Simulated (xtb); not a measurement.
xtb input (GFN1-xTB):

```bash
xtb mol.xyz --gfn 1 --opt tight --chrg 0 --uhf 0
```
mol.xyz:
```
13

C     -2.43890196     1.24865678    -0.38278093
O     -1.59267684     0.13966380    -0.68300986
Si    -0.09243861    -0.06620755    -0.13605847
Cl    -0.06837701    -0.15331838     1.92106142
Cl     0.59321215    -1.84506871    -0.86222074
O      0.84201804     1.16230671    -0.61712489
C      2.21616477     1.35876615    -0.29821748
H     -3.38659581     1.08141632    -0.89075690
H     -1.99509893     2.17931743    -0.74062637
H     -2.61457867     1.31954712     0.69262186
H      2.35615293     1.42758325     0.78249448
H      2.82288877     0.53971595    -0.68991012
H      2.53086843     2.29160416    -0.76222785
```

End of the output:

```
Note: The following floating-point exceptions are signalling: IEEE_DENORMAL
normal termination of xtb
     6   8 O        7   6 C                                       1.4013519
     1   6 C        8   1 H                                       1.0965013
     1   6 C        9   1 H                                       1.0964988
     1   6 C       10   1 H                                       1.0964834 (min)
     7   6 C       11   1 H                                       1.0964996
     7   6 C       12   1 H                                       1.0964921
     7   6 C       13   1 H                                       1.0965080

 * 4 distinct bonds (by element types)

   Z      Z             #   av. dist./Å        max./Å        min./Å
   1 H    6 C           6     1.0964972     1.0965080     1.0964834
   6 C    8 O           2     1.4013371     1.4013519     1.4013222
   8 O   14 Si          2     1.6055749     1.6056215     1.6055283
  14 Si  17 Cl          2     2.0363206     2.0365021     2.0361391

optimized geometry written to: xtbopt.xyz

           -------------------------------------------------
          | TOTAL ENERGY              -27.503841990242 Eh   |
          | GRADIENT NORM               0.000105026053 Eh/α |
          | HOMO-LUMO GAP               8.050153409468 eV   |
           -------------------------------------------------

------------------------------------------------------------------------
------------------------------------------------------------------------
 total:
 SCF:
 ANC optimizer:
```
